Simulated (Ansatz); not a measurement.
`O[SiH](F)[O][GeH3]` + `N[SiH3]` → `O[SiH](F)N[SiH3]` + `[OH][GeH3]`  (ligand exchange at the Si–O bond)

Calculated with Ansatz (gas phase, PBE0-D4/def2-TZVP geometries, no zero-point term in ΔE). CBS: MP2 limit from def2 TZ/QZ plus the TZ coupled-cluster correction, frozen cores. This one scheme is used for every species. For Ge outer-core shells are correlated without core-valence functions, which leaves a few kJ/mol of doubt a bond. Scalar relativity is left out up to krypton. Each species was taken in one conformer, which may not be the lowest.

```json
{"species": "`O[SiH](F)[O][GeH3]`", "HF/def2-TZVPP energy (Eh)": "-2616.71300"}
{"species": "`N[SiH3]`", "HF/def2-TZVPP energy (Eh)": "-346.35049"}
{"species": "`O[SiH](F)N[SiH3]`", "HF/def2-TZVPP energy (Eh)": "-810.43125"}
{"species": "`[OH][GeH3]`", "HF/def2-TZVPP energy (Eh)": "-2152.60593"}
```

(1) Work out ΔE.

Largest T1 diagnostic among the species: 0.012.

## Answers

(1) ΔE = (-810.43125) + (-2152.60593) − (-2616.71300) − (-346.35049) = 0.02631 Eh = +16.5 kcal/mol. CCSD(T)/CBS gives +13.6 kcal/mol.

In def2-TZVPP, CCSD(T) changes the Hartree–Fock value by −2.8 kcal/mol (the triples alone add −0.4 kcal/mol) and MP2 by −2.9 kcal/mol. From PBE to PBE0 (25 % exact exchange), in def2-TZVPP and without D4, ΔE moves by +0.7 kcal/mol.
